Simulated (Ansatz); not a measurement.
`C[SiH2][NH][GeH3]` + CH₃SH → `C[S][GeH3]` + `C[SiH2]N` at 298.15 K and 1 bar (ligand exchange at a Ge–N bond).

Isolated molecules relaxed with PBE0-D4/def2-TZVP in Ansatz; ΔE leaves out vibrations. CCSD(T)/CBS adds triple-zeta CCSD(T) − MP2 to the extrapolated MP2 energy (def2 sets, frozen cores). This one scheme is used for every species. For Ge outer-core shells are correlated without core-valence functions, which leaves a few kJ/mol of doubt a bond. Scalar relativity is left out up to krypton. Each species was taken in one conformer, which may not be the lowest.

```csv
species,CCSD(T)/CBS energy (Eh),H − E (kJ/mol),S (J/(mol·K))
`C[SiH2][NH][GeH3]`,-2463.39859,268.5,381.2
CH₃SH,-438.22835,133.0,253.2
`C[S][GeH3]`,-2515.55711,181.3,324.6
`C[SiH2]N`,-386.08232,225.7,304.4
```

H − E and S are ideal-gas, rigid-rotor, harmonic terms from PBE0-D4/def2-TZVP, for one conformer and one mirror image of each species. 1 Eh = 2625.50 kJ/mol, R = 8.31446 J/(mol·K).

Task: By hand: ΔE, ΔH, ΔS and ΔG.

Result: ΔE = (-2515.55711) + (-386.08232) − (-2463.39859) − (-438.22835) = -0.01249 Eh = -32.8 kJ/mol. Δ(H − E) = 181.3 + 225.7 − 268.5 − 133.0 = 5.5, so ΔH = -27.3 kJ/mol. ΔS = 324.6 + 304.4 − 381.2 − 253.2 = -5.4 J/(mol·K). ΔG = -27.3 − 298.15 × (-5.4)/1000 = -25.7 kJ/mol.

Task: By hand: the equilibrium constant, and the temperature at which ΔG would vanish if ΔH and ΔS stayed fixed.

Result: log₁₀ K = −ΔG/(RT ln 10) = 4.5. ΔG = 0 at ΔH/ΔS = 5056 K, far beyond where these terms or the molecules hold.

The number of gas molecules stays the same, so ΔS is small and ΔH decides. A doubt of 5 kJ/mol in ΔE shifts log₁₀ K by 0.9 here. Other conformers and mirror images would add mixing entropy, several J/(mol·K) or more a flexible species. Modes under 60 cm⁻¹, often nearly free rotors, make the harmonic entropy too high. These are equilibria of isolated gas molecules and say nothing of rates. Largest T1 diagnostic: 0.011 (customary marks: 0.02 for closed shells, 0.045 for open ones).
